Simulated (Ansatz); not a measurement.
Correlation energies of `[SiH3][CH]1[AlH][SiH2]1` by basis set

```
atom    x (Å)    y (Å)    z (Å)
 Si1   0.8751  -0.2370  -1.1596
  C2   0.5484   0.5420   0.4418
 Al3  -1.3693   0.6241  -0.2312
 Si4  -0.5035  -0.5245   1.5937
  H5   1.3970  -1.6230  -1.2983
  H6   1.4521   0.6355  -2.2106
  H7  -0.6327  -0.4767  -1.5951
  H8   1.2768   1.2596   0.8105
  H9  -2.2662   1.6277  -1.0520
 H10  -0.6531   0.1258   2.9222
 H11  -0.1245  -1.9536   1.7786
```

Total charge 0; spin multiplicity 1. The structure was optimised at the PBE0-D4/def2-TZVP level. Frozen core, restricted reference, the Gaussian-basis code of Ansatz. CBS rows extrapolate triple and quadruple zeta; past MP2 they add the triple-zeta difference.

```tsv
basis	HF (Eh)	MP2 corr.
def2-SVP	-861.37547	-0.40908
def2-TZVPP	-861.71064	-0.50678
def2-QZVPP	-861.73728	-0.54126
```

(1) Estimate the CCSD correlation energy and the (T) correction in each basis where they were run (hartree).

Answers

(1) 
| basis | CCSD corr. | (T) |
| --- | --- | --- |
| def2-SVP | -0.46846 | -0.01648 |
| def2-TZVPP | -0.56256 | -0.02472 |
| CBS(def2) | -0.62259 | as TZ |
